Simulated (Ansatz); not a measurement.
Input file for Ansatz (an electronic-structure program): R-CCSD(T)/cc-pV(T+d)Z on ClH3Si (SMILES [SiH3]Cl). The basis file is the Basis Set Exchange's JSON of that set.

Ansatz 0.2 input:
```yaml
crystal:
  periodic: [false, false, false]
  atoms:
    - {symbol: Si, position_ang: [-0.13242007, -0.00589384, -0.00474626]}
    - {symbol: Cl, position_ang: [1.93052636, 0.08593888, 0.06951628]}
    - {symbol: H, position_ang: [-0.51990209, -1.00879464, -1.01571097]}
    - {symbol: H, position_ang: [-0.64684772, 1.32640720, -0.37668639]}
    - {symbol: H, position_ang: [-0.63145648, -0.39765760, 1.32772734]}
basis:
  gaussian:
    orbitals: cc-pV_T+d_Z.json
magnetization: {spin_polarized: false}
correlation: {method: ccsd_t, electrons: outside_noble_gas}
scf: {lower_state_search: off}
```

Program output:

```
WARN ansatz: RAYON_NUM_THREADS=4 ignored (pool sized by the plan → 4); use --threads N
Functional definition: HF
these checks for a lower state are left out or cut short: stability, starts, cluster_reference, orbital_swaps, neighbouring_geometries, increment
integrals: 0.18 GiB planned
700 factors; integrals over basis functions are off by at most 8.1e-4 eV
mean field: 0.24 GiB planned
mean field evaluation 1: about -20414.7376 eV, gradient 1.3e1 eV
mean field evaluation 2: about -20414.8530 eV, gradient 1.4e1 eV
mean field evaluation 4: about -20415.6630 eV, gradient 1.8e0 eV
mean field evaluation 8: about -20415.6764 eV, gradient 5.9e-2 eV
mean field -20415.67640696 eV, -750.2622697133 hartree, gradient 1.9e-6 eV, S^2 0.000000; 0 other end points of the search recorded, 0 dependent functions left out
10 core orbitals not correlated
reference -20415.67640696 eV, -750.2622697133 hartree; 7, 7 occupied and 103, 103 virtual orbitals, 700 factors
second order -8.69610423 eV of doubles, -0.00000000 eV of singles
coupled cluster: 0.37 GiB planned
cycle   1  -9.44207176 eV  change   -7.5e-1 eV  update   6.2e-2
cycle   2  -9.71575556 eV  change   -2.7e-1 eV  update   1.9e-2
cycle   3  -9.73710849 eV  change   -2.1e-2 eV  update   5.9e-3
cycle   4  -9.73360425 eV  change    3.5e-3 eV  update   1.7e-3
cycle   5  -9.73328825 eV  change    3.2e-4 eV  update   4.8e-4
cycle   6  -9.73326788 eV  change    2.0e-5 eV  update   1.4e-4
cycle   7  -9.73326770 eV  change    1.9e-7 eV  update   3.5e-5
cycle   8  -9.73327901 eV  change   -1.1e-5 eV  update   1.1e-5
perturbative correction -0.34465091 eV, -0.0126656875 hartree
Total energy: -20425.75433689 eV, -750.6326268071 hartree
Checks for a lower state left out: stability, starts, cluster_reference, orbital_swaps, neighbouring_geometries, increment
```

Self-consistency was reached.

Cost: around 4 core-seconds (rough).
